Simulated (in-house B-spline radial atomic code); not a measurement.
Configurations of Pr+, with energies counted from [Xe] 4f3 6s1. Method: scalar-relativistic (X2C) wB97X, spin-polarised, spherical fractional occupations, Fermi nucleus of rms radius 4.8919 fm. Calculated with a B-spline radial code for spherical atoms. Shells without spins written out take the highest spin.

Caution: exact exchange at fractional occupations of open shells leaves self-interaction of up to several eV.

Occupations are held fixed; configurations that lie above the ionisation limit could autoionise.

```json
{"configuration": "[Xe] 4f(3 up, 0 down) 6s(0 up, 1 down)", "E - E(ref) (eV)": "0.087695", "highest orbital": "4f up", "its <r> (bohr)": "1.171"}
{"configuration": "[Xe] 4f(1 up, 2 down) 6s(1 up, 0 down)", "E - E(ref) (eV)": "4.2236", "highest orbital": "4f up", "its <r> (bohr)": "1.286"}
{"configuration": "[Kr] 4d10 4f3 5s2 5p5 6s1 6p1", "E - E(ref) (eV)": "26.963", "highest orbital": "6p up", "its <r> (bohr)": "4.809"}
{"configuration": "[Kr] 4d10 4f3 5s2 5p5 6s1 6d1", "E - E(ref) (eV)": "30.916", "highest orbital": "6d up", "its <r> (bohr)": "8.278"}
{"configuration": "[Kr] 4d9 4f3 5s2 5p6 6s2", "E - E(ref) (eV)": "116.52", "highest orbital": "6s down", "its <r> (bohr)": "3.821"}
{"configuration": "[Kr] 4d(4 up, 5 down) 4f(3 up, 0 down) 5s2 5p6 6s(0 up, 1 down) 7d(1 up, 0 down)", "E - E(ref) (eV)": "129.66", "highest orbital": "7d up", "its <r> (bohr)": "14.44"}
```

(1) Order these further configurations by energy, lowest first.
A. [Xe] 4f4
B. [Kr] 4d(4 up, 5 down) 4f(0 up, 3 down) 5s2 5p6 5d(0 up, 1 down) 6s(0 up, 1 down)
C. [Xe] 4f2 6s1 6p1
D. [Kr] 4d9 4f3 5s2 5p6 6s1 6d1
E. [Xe] 4f(0 up, 2 down) 6s(0 up, 1 down) 6p(1 up, 0 down)

(2) How far above the reference does [Xe] 4f(3 up, 1 down) lie?

## Answers

(1) A (2.3708 eV), C (5.3695 eV), E (5.6721 eV), B (118.73 eV), D (125.07 eV).

(2) 6.9746 eV; its least bound orbital is 4f down with <r> = 6.646 bohr.
